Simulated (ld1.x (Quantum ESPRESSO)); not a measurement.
## An all-electron radial function and its pseudo partner (aluminium (Al))

Columns: radius, all-electron u(r) and pseudo u(r) of the 2p shell (level -83.91 eV) of aluminium in the configuration [He] 2s2 2p6 3s1.5 3p0; PBE, scalar-relativistic, TM scheme, ld1.x (Quantum ESPRESSO) 7.5.

| r (bohr) | all-electron | pseudo |
| --- | --- | --- |
| 0.045 | 0.1053 | 0.0396 |
| 0.090 | 0.3193 | 0.1534 |
| 0.135 | 0.5521 | 0.3265 |
| 0.180 | 0.7625 | 0.5368 |
| 0.225 | 0.9343 | 0.7577 |
| 0.270 | 1.0640 | 0.9628 |
| 0.315 | 1.1538 | 1.1305 |
| 0.360 | 1.2080 | 1.2478 |
| 0.405 | 1.2326 | 1.3111 |
| 0.450 | 1.2331 | 1.3255 |
| 0.495 | 1.2151 | 1.3016 |
| 0.540 | 1.1830 | 1.2520 |
| 0.585 | 1.1406 | 1.1883 |
| 0.630 | 1.0911 | 1.1194 |
| 0.675 | 1.0369 | 1.0510 |
| 0.720 | 0.9800 | 0.9855 |
| 0.765 | 0.9220 | 0.9235 |
| 0.810 | 0.8640 | 0.8641 |
| 0.855 | 0.8068 | 0.8068 |
| 0.900 | 0.7512 | 0.7512 |
| 0.945 | 0.6976 | 0.6976 |
| 0.990 | 0.6464 | 0.6464 |
| 1.035 | 0.5977 | 0.5977 |
| 1.080 | 0.5517 | 0.5517 |
| 1.125 | 0.5084 | 0.5084 |
| 1.170 | 0.4679 | 0.4679 |

**Question.** How many radial nodes do the two functions have?

**Answer.** The all-electron 2p function has n − l − 1 = 0; the pseudo-wave has 0.

**Question.** At about which radius was the pseudo-wave matched?

**Answer.** 0.90 bohr. The columns agree to 0.0005 from 0.81 bohr on; several derivatives are matched, so the curves merge somewhat inside the radius.

**Question.** Is the pseudo-wave norm-conserving?

**Answer.** Yes: the TM scheme keeps the norm inside the radius equal to the all-electron one, which fixes the energy derivative of the logarithmic derivative at the level.
